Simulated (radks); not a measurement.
Results of a calculation; reference values are marked as such.
Valence configurations of Mo3+ (all share [Kr]). Level of theory: scalar-relativistic Kohn-Sham, PBEsol, spin-polarised, spherical densities, finite nucleus; open shells are filled with parallel spins first (spin-orbit coupling, left out, can overturn this in heavy ions); Fermi nuclear charge, rms radius 4.4091 fm (a radial shooting solver on a logarithmic mesh with Libxc functionals). Energies are relative to 4d3; eigenvalues in eV for spin up.

[
 {"valence": "4d3", "E (eV)": "0.000", "moment (Bohr magnetons)": "3", "e(4d)": "-33.919", "e(5p)": "-", "e(5s)": "-"},
 {"valence": "4d2 5s1", "E (eV)": "7.304", "moment (Bohr magnetons)": "3", "e(4d)": "-37.205", "e(5p)": "-", "e(5s)": "-29.318"},
 {"valence": "4d2 5p1", "E (eV)": "13.823", "moment (Bohr magnetons)": "3", "e(4d)": "-38.074", "e(5p)": "-23.382", "e(5s)": "-"},
 {"valence": "4d2.5 5s0.5", "E (eV)": "3.507", "moment (Bohr magnetons)": "3", "e(4d)": "-35.567", "e(5p)": "-", "e(5s)": "-28.266"},
 {"valence": "4d2 5s0.5 5p0.5", "E (eV)": "10.568", "moment (Bohr magnetons)": "3", "e(4d)": "-37.643", "e(5p)": "-23.085", "e(5s)": "-29.606"},
 {"valence": "4d1.5 5s1.5", "E (eV)": "12.334", "moment (Bohr magnetons)": "2", "e(4d)": "-38.700", "e(5p)": "-", "e(5s)": "-29.942"},
 {"valence": "5s2 5p1", "E (eV)": "34.721", "moment (Bohr magnetons)": "1", "e(4d)": "-", "e(5p)": "-25.917", "e(5s)": "-32.945"},
 {"valence": "4d1 5p2", "E (eV)": "29.454", "moment (Bohr magnetons)": "3", "e(4d)": "-42.097", "e(5p)": "-25.491", "e(5s)": "-"}
]

NIST lists [Kr] 4d3 as the ground configuration; this level of theory agrees among the configurations tried. The energies are those of spherical high-spin densities, not of single terms.
